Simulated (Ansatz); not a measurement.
CH₆INSi (`C[SiH](N)I`) from Hartree–Fock to CCSD(T)

Cartesian coordinates in Å:
```
C -1.0848 0.5050 0.7692
Si 0.5411 -0.2017 0.2224
N 0.3952 -0.8728 -1.3414
I 2.2090 1.6296 0.3782
H -1.4102 1.2945 0.0877
H -1.8463 -0.2787 0.7871
H -0.9972 0.9389 1.7667
H 1.0659 -1.2609 1.1141
H 1.1519 -1.4297 -1.7073
H -0.0245 -0.3242 -2.0765
```

Total charge 0; spin multiplicity 1. Correlated methods include outer-core shells of I, which these sets cover unevenly. I: def2 effective core potential. The geometry is a stationary point of PBE0-D4/def2-TZVP. It is one conformer, not always the lowest. Frozen core, restricted reference, Ansatz 0.2.0.

```csv
basis,HF (Eh),MP2 corr.,CCSD corr.,(T),CCSD(T) total
def2-SVP,-681.31951,?,-0.57816,-0.01502,?
def2-TZVPP,?,-1.01459,?,?,?
def2-QZVPP,-681.56468,-1.22257,–,–,–
```

Task: Fill in the withheld values. (An estimate is asked.)

Result: The calculation gave: def2-SVP MP2 corr.: -0.53328; def2-SVP CCSD(T) total: -681.91269; def2-TZVPP HF (Eh): -681.54951; def2-TZVPP CCSD corr.: -1.01745; def2-TZVPP (T): -0.03123; def2-TZVPP CCSD(T) total: -682.59819.
